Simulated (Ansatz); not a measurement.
`OC[O][SnH3]` and `O=COCO` differ in one atom or group.

Ansatz, PBE0-D4/def2-TZVP geometries, multiplicity 1. Each molecule was computed in one conformer, which needn't be the lowest.

Elements past krypton have def2 core potentials.

```json
{"property": "LUMO energy (PBE/def2-TZVPP) / eV", "`OC[O][SnH3]`": "-1.26"}
{"property": "size of the dipole moment (PBE/def2-TZVPP) / D", "`OC[O][SnH3]`": "2.32"}
{"property": "HOMO–LUMO gap (B3LYP/def2-TZVPP) / eV", "`OC[O][SnH3]`": "6.56"}
{"property": "size of the dipole moment (B3LYP/def2-TZVPP) / D", "`OC[O][SnH3]`": "2.55"}
{"property": "HOMO energy (ωB97M-V/def2-TZVPP) / eV", "`OC[O][SnH3]`": "-9.92"}
{"property": "HOMO–LUMO gap (ωB97M-V/def2-TZVPP) / eV", "`OC[O][SnH3]`": "10.87"}
```

**Question.** What does the change do to each property? (Best estimate.)

**Answer.** Computed: 
| property | `O=COCO` | shift |
| --- | --- | --- |
| LUMO energy (PBE/def2-TZVPP) / eV | -1.48 | -0.22 |
| size of the dipole moment (PBE/def2-TZVPP) / D | 1.26 | -1.06 |
| HOMO–LUMO gap (B3LYP/def2-TZVPP) / eV | 7.66 | 1.10 |
| size of the dipole moment (B3LYP/def2-TZVPP) / D | 1.38 | -1.17 |
| HOMO energy (ωB97M-V/def2-TZVPP) / eV | -10.97 | -1.05 |
| HOMO–LUMO gap (ωB97M-V/def2-TZVPP) / eV | 12.93 | 2.06 |

With PBE0 the HOMO falls by 1.03 eV and the LUMO rises by 0.17 eV, so the gap widens by about 1.20 eV. PBE moves the HOMO by -0.89 eV and ωB97M-V by -1.05 eV. Dipoles are sizes alone; their direction can turn.

B3LYP here is the variant with VWN-RPA as its local correlation; programs differ in this.
